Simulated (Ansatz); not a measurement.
Reaction (formal exchange of groups at the Si–N bond): `N[Si]1(F)CS1` + `O[SiH3]` → `F[Si]1([SiH3])CS1` + `NO`

Isolated molecules relaxed with PBE0-D4/def2-TZVP in Ansatz; ΔE leaves out vibrations. CCSD(T)/CBS is the MP2 limit (def2-TZVPP, def2-QZVPP) plus CCSD(T) − MP2 in def2-TZVPP, frozen cores. This one scheme is used for every species. DFT in def2-TZVPP. B3LYP here is the variant with VWN-RPA as its local correlation; programs differ in this. Each species was taken in one conformer, which may not be the lowest.

Question: Is it downhill or uphill in electronic energy at CCSD(T)/CBS, and by how much? (Best estimate.)

Answer: Computed: Uphill: ΔE = +382.6 kJ/mol.

Question: What do these levels give: PBE-D4, PBE, r2SCAN, PBE0, B3LYP, HF/def2-TZVPP, SCS-MP2/def2-TZVPP, CCSD(T)/def2-TZVPP, HF/def2-QZVPP, SCS-MP2/def2-QZVPP, HF/CBS(def2), CCSD/CBS(def2)? (Best estimate.)

Answer: The calculation gave: PBE-D4 333.2, PBE 334.1, r2SCAN 370.6, PBE0 354.4, B3LYP 368.9, HF/def2-TZVPP 410.6, SCS-MP2/def2-TZVPP 394.1, CCSD(T)/def2-TZVPP 377.2, HF/def2-QZVPP 413.5, SCS-MP2/def2-QZVPP 398.5, HF/CBS(def2) 413.9, CCSD/CBS(def2) 388.9 kJ/mol.

Largest T1 diagnostic among the species: 0.013.

In def2-TZVPP, CCSD(T) changes the Hartree–Fock value by −33.4 kJ/mol (the triples alone add −6.2 kJ/mol) and MP2 by −10.6 kJ/mol. From PBE to PBE0 (25 % exact exchange), in def2-TZVPP and without D4, ΔE moves by +20.3 kJ/mol.
